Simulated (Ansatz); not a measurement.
Cartesian coordinates (Å):
```xyz
6

O     -1.3626    -0.0552    -0.0305
B     -0.0711     0.3461     0.0160
O      0.9206    -0.5893    -0.0110
H     -1.4452    -1.0130    -0.0805
H      0.1589     1.5201     0.0799
H      1.7993    -0.2086     0.0261
```
Charge 0, multiplicity 1.

All values below come from frozen-core CCSD(T)/cc-pVTZ // PBE0-D3(BJ)/def2-TZVP (Ansatz, a first-principles code).

```json
{
 "HF energy": "-176.33720 Ha",
 "MP2 correlation energy": "-0.58590 Ha"
}
```

Problem. Estimate the CCSD correlation energy, the (T) correction, the total energy and the T1 diagnostic.

Solution. 
* **CCSD correlation energy**: -0.59818 Ha
* **(T) correction**: -0.02076 Ha
* **CCSD(T) total energy**: -176.95613 Ha
* **T1 diagnostic**: 0.013
